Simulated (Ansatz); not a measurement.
**Ligand exchange: C5H7N + Sc(CH3)F2 → C4H4FN + Sc(CH3)2F**

Species: C5H7N `Cc1ccc[nH]1`, singlet; Sc(CH3)F2, singlet; C4H4FN `Fc1ccc[nH]1`, singlet; Sc(CH3)2F, singlet. The partners trade CH3 for F: C–CH3 and Sc–F bonds give way to C–F and Sc–CH3.

Shapes, held fixed at every level: PBE0-D4/def2-TZVP. Programs: Ansatz 0.2.0. Electronic energies: no zero-point or thermal term.

```csv
level,kind,ΔE (kJ/mol),less CCSD(T)/def2-TZVPP
SPW92/def2-TZVPP,LDA,+301.4,-9.5
PBE-D4/def2-TZVPP,GGA,+304.3,-6.6
BHLYP-D4/def2-TZVPP,global hybrid,+310.3,-0.6
B2PLYP/def2-TZVPP,double hybrid,+314.8,+3.9
MP2/def2-SVP,perturbation theory,+332.2,+21.3
MP2/def2-TZVPP,perturbation theory,+324.9,+14.0
CCSD/def2-TZVPP,coupled cluster or CI,+309.5,-1.4
CCSD(T)/def2-TZVPP,coupled cluster or CI,+310.9,0.0
```

The highest level, CCSD(T)/def2-TZVPP, gives ΔE = +310.9 kJ/mol; the levels span +301.4 to +332.2. The column of differences is taken from that level and isn't an error. No measured value is set beside it here. Outer-core shells of Sc are correlated in most correlated rows, in sets that cover them unevenly.
